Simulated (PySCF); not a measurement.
A geometry optimisation on `C#[C][GaH][CH2][CH2][GeH3]`.

Computed with PBE0-D3(BJ)/def2-SVP geometry optimisation, gas phase (PySCF 2.14.0). Start geometry: GFN2-xTB. A driver script takes a list of jobs; this job's settings line and coordinates (Å) are shown.

Input:
```
{"job": {"xc": "PBE0", "basis": "def2-SVP", "d3": "d3bj", "grid": 1, "kind": "geom"}, "charge": 0, "multiplicity": 1}
C      3.645362     0.354512    -0.803228
C      2.790082    -0.402039    -0.405092
Ga     1.412742    -1.640302     0.269549
C     -0.513536    -0.969590     0.417618
C     -0.564790     0.419202    -0.222873
Ge    -2.364786     1.213349    -0.054274
H      4.393173     1.012805    -1.152997
H      1.969529    -3.080236     0.645022
H     -1.211815    -1.652393    -0.081538
H     -0.828401    -0.918162     1.467399
H      0.169540     1.081332     0.248427
H     -0.290309     0.359230    -1.280947
H     -3.388824     0.309672    -0.666807
H     -2.490329     2.555822    -0.703800
H     -2.732053     1.364789     1.388265
```

Output:
```
step   0  E = -4158.28069891  max force = 0.028795
step   1  E = -4158.28759414  max force = 0.003945
step   2  E = -4158.28779418  max force = 0.001335
step   3  E = -4158.28782251  max force = 0.000838
step   4  E = -4158.28783391  max force = 0.000255
optimisation converged
```

Energies in Eh; «max force» is the largest Cartesian gradient component in Eh/bohr.

Q: How much energy does the optimisation release, in kJ/mol?

A: E(step 0) − E(last step) = 0.007135 Eh, which is 18.7 kJ/mol.

Main results: final energy -4158.28783 Eh after 4 steps; dipole 0.33 D.

Q: Estimate the wall time. Hardware: an Arm Neoverse V1 with one thread, shared host. And the peak memory of the process?

A: About 62 s, with 0.77 GiB resident at the peak, the Python interpreter and its libraries included.
Labels such as C1 count atoms from 1, the log's own numbers from 0.
